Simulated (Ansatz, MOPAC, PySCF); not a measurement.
Breaking a bond: SiLi (anion, charge -1), lowest singlet found (which spin is the ground state isn't settled by this scan).

Levels: RHF/LANL2DZ = PySCF 2.14.0 with restricted Hartree-Fock/LANL2DZ, with its core potentials past Ne; RKS-B3LYP/6-31G* = restricted B3LYP/6-31G*, spherical d in PySCF; RCCSD = CCSD on RHF/aug-cc-pVDZ, frozen core run with Ansatz (a program for electronic structure); RCCSDT(Q) = CCSDT(Q) on RHF/aug-cc-pVDZ, frozen core (Ansatz); PM3, restricted, heats of formation (MOPAC).

Energies are in kJ/mol, each relative to the lowest point of its own curve between 2.07 and 3.20 Å, where full CI is lowest.

```tsv
R / Å	RHF/LANL2DZ	RKS-B3LYP/6-31G*	RCCSD	RCCSDT(Q)	PM3
1.73	257.6	212.4	208.3	222.0	18.7
1.86	152.0	164.0	149.4	152.0	7.2
1.97	91.2	141.1	92.8	97.4	2.1
2.07	53.2	130.5	56.7	59.9	0.0
2.16	29.8	127.2	34.0	36.4	0.1
2.26	13.1	128.5	17.1	18.8	2.4
2.35	4.5	4.2	7.7	8.8	6.8
2.41	1.4	1.3	3.8	4.5	10.8
2.47	0.0	0.0	1.4	1.8	15.9
2.56	0.4	0.3	0.0	0.0	25.0
2.72	6.1	5.8	2.3	1.8	44.9
2.83	12.1	11.8	6.2	5.4	60.4
2.99	21.9	22.4	13.8	12.6	84.2
3.20	34.9	37.6	25.7	23.8	115.7
3.48	50.7	57.4	42.7	—	155.0
3.80	65.9	77.2	61.5	—	193.5
4.25	83.0	99.0	84.6	—	233.6
4.70	96.0	114.7	103.3	—	259.6
5.28	108.5	128.2	121.5	—	280.3
6.02	119.9	138.4	137.3	—	295.4
6.92	129.3	144.5	—	—	305.0
8.09	136.1	146.8	—	—	311.0
```

At the longest distance, 8.09 Å, PM3 lies highest above its minimum (311.0 kJ/mol) and RHF/LANL2DZ lowest (136.1 kJ/mol).

Dashes: no converged value, or the column stops at the first point that the program doubted or that broke a chosen test of continuity, which isn't proof of a fault.

The restricted form behind RHF/LANL2DZ, RKS-B3LYP/6-31G*, PM3 keeps the bonding electrons paired and can't separate into open-shell fragments. Where the anion isn't bound against loss of the electron, the finite basis alone holds it. The T1 diagnostic of CCSD on the restricted reference of RCCSD, RCCSDT(Q) exceeds 0.045 at 1.86 to 2.47, 2.99 to 8.09 Å.
